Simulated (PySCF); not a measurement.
Job file and geometry (Å, from GFN2-xTB) of an NMR shielding run on SMILES COB(OC)[SiH2]C=O, C3H9BO3Si, PySCF, GIAO PBE0/pcSseg-1 NMR shielding, non-relativistic, gas phase; density fitting, a coarse starting grid and PySCF grid level 2 are the driver's defaults:

```
$ OMP_NUM_THREADS=1 python probes_run.py task.json out

{"job": {"kind": "nmr", "xc": "PBE0", "basis": "pcSseg-1"}, "charge": 0, "multiplicity": 1}
C      2.303645    -1.042113     0.040918
O      1.514679     0.112981     0.123538
B      0.162297     0.145544     0.186441
O     -0.441755     1.350971     0.259130
C      0.255188     2.579893     0.285275
Si    -1.089601    -1.390427     0.179374
C     -2.801214    -0.774272     0.782155
O     -3.182066    -0.846194     1.923963
H      1.693543    -1.948518    -0.012135
H      2.950740    -1.091485     0.920194
H      2.927137    -0.976037    -0.853873
H     -0.449107     3.348372     0.603816
H      0.634056     2.818335    -0.711030
H      1.096434     2.532860     0.978711
H     -0.761920    -2.534022     1.047103
H     -1.358539    -1.988303    -1.143571
H     -3.460515    -0.285555     0.029542
```

Q: What does the program print?

A: 
```
coarse grid: 14808 points
cycle   1  E = -658.9374925619  dE =  9.946e-01  |g| = 1.000e+00  |ddm| = 3.557e+00
cycle   2  E = -658.4203925589  dE =  5.171e-01  |g| = 1.909e+00  |ddm| = 2.168e+00
cycle   3  E = -659.1156585297  dE = -6.953e-01  |g| = 2.356e-01  |ddm| = 1.637e+00
cycle   4  E = -659.1244026538  dE = -8.744e-03  |g| = 1.150e-01  |ddm| = 2.176e-01
cycle   5  E = -659.1266440384  dE = -2.241e-03  |g| = 1.548e-02  |ddm| = 6.822e-02
cycle   6  E = -659.1266944129  dE = -5.037e-05  |g| = 5.069e-03  |ddm| = 1.660e-02
cycle   7  E = -659.1266993992  dE = -4.986e-06  |g| = 1.911e-03  |ddm| = 5.713e-03
final grid: 138736 points
cycle   8  E = -659.2036630074  dE = -1.164e-05  |g| = 1.624e-02  |ddm| = 2.304e-02
cycle   9  E = -659.2035636472  dE =  9.936e-05  |g| = 2.852e-02  |ddm| = 2.270e-02
cycle  10  E = -659.2037081178  dE = -1.445e-04  |g| = 3.612e-03  |ddm| = 1.628e-02
cycle  11  E = -659.2037106227  dE = -2.505e-06  |g| = 4.510e-04  |ddm| = 2.203e-03
cycle  12  E = -659.2037106610  dE = -3.826e-08  |g| = 1.361e-04  |ddm| = 4.474e-04
cycle  13  E = -659.2037106644  dE = -3.390e-09  |g| = 4.434e-05  |ddm| = 1.050e-04
cycle  14  E = -659.2037106647  dE = -3.520e-10  |g| = 1.613e-05  |ddm| = 4.625e-05
converged SCF energy = -659.2037106647

GIAO shielding tensors (ppm)
atom      isotropic    diamagn.    paramagn.     s11        s22        s33       span
  0 C      129.248     244.257    -115.009    102.384    104.209    181.153     78.769
  1 O      185.302     399.039    -213.738    -33.211    258.990    330.127    363.337
  2 B       70.677     202.721    -132.044     61.810     65.957     84.263     22.453
  3 O      198.752     398.131    -199.380     64.586    203.937    327.731    263.145
  4 C      133.097     243.922    -110.825    104.537    112.987    181.766     77.229
  5 Si     447.180     883.152    -435.973    410.594    434.918    496.027     85.433
  6 C      -59.006     254.149    -313.155   -187.167    -86.346     96.494    283.661
  7 O     -617.830     397.529   -1015.360  -1694.567   -553.184    394.260   2088.827
  8 H       27.804      30.171      -2.368     24.060     27.953     31.398      7.338
  9 H       27.643      28.372      -0.729     23.856     25.416     33.658      9.802
 10 H       27.629      28.626      -0.996     23.793     25.594     33.502      9.709
 11 H       27.940      28.367      -0.427     23.833     26.274     33.713      9.880
 12 H       27.933      29.517      -1.584     24.143     25.795     33.862      9.719
 13 H       27.591      29.759      -2.168     23.600     26.268     32.905      9.305
 14 H       27.973      30.017      -2.043     24.883     26.680     32.357      7.474
 15 H       27.495      29.899      -2.404     25.026     25.798     31.662      6.636
 16 H       19.270      28.390      -9.120     12.931     20.452     24.426     11.495
```

Size and cost of the density-fitted run: 188 basis functions, 68 s wall time on 1 thread of an Arm Neoverse N1, shared host; peak memory 0.84 GiB.
